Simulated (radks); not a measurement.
Kinetic energies: the exact non-interacting value of the Kohn-Sham orbitals and orbital-free approximations, in hartree. Species: Tb4+ [Xe] 4f7; I2+ [Kr] 4d10 5s2 5p3. All-electron calculation, non-relativistic Kohn-Sham, r2SCAN, spin-polarised, spherical densities, point nucleus; meta-GGA in the generalised Kohn-Sham scheme. Program: a radial shooting solver on a logarithmic mesh with Libxc functionals. Every spin shell is full or empty, so the densities are truly spherical. Functionals are evaluated on that one density, not self-consistently.

functional         Tb4+      I2+
exact           11223.9  6917.08
Thomas-Fermi      10667   6557.3
von Weizsacker   4279.7   2822.3
TF + vW/9         11143   6870.8
TF + vW/5         11523   7121.7
APBEK             11228   6925.6
revAPBEK          11246   6937.5
Perdew 92         11144   6871.5
Pearson           11122   6855.0
LKT               13166   8216.6
